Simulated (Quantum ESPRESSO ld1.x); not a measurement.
Task: The mean radii <r> (bohr) of the occupied orbitals of an atom or ion are listed with their occupations. All-electron calculation, scalar-relativistic Kohn-Sham, BLYP, spin-unpolarised, spherical densities, point nucleus. Program: ld1.x of Quantum ESPRESSO 7.5.

| orbital | occ. | <r> |
|---|---|---|
| 1s | 2 | 0.03609 |
| 2s | 2 | 0.1580 |
| 2p | 6 | 0.1377 |
| 3s | 2 | 0.4433 |
| 3p | 6 | 0.4459 |
| 3d | 10 | 0.4329 |
| 4s | 2 | 1.145 |
| 4p | 6 | 1.272 |
| 4d | 2 | 1.725 |

Name the element and its charge.

Result: Z = 41, niobium, charge +3: Nb3+ in [Kr] 4d2. The 1s radius gives Z: for a bare nucleus <r> = (2 gamma + 1)/(2Z) with gamma = sqrt(1 - (Z/c)^2), 0.03547 bohr for Z = 41, and screening makes it slightly larger (0.03609 here). The occupations add up to 38, and the charge is Z minus that.
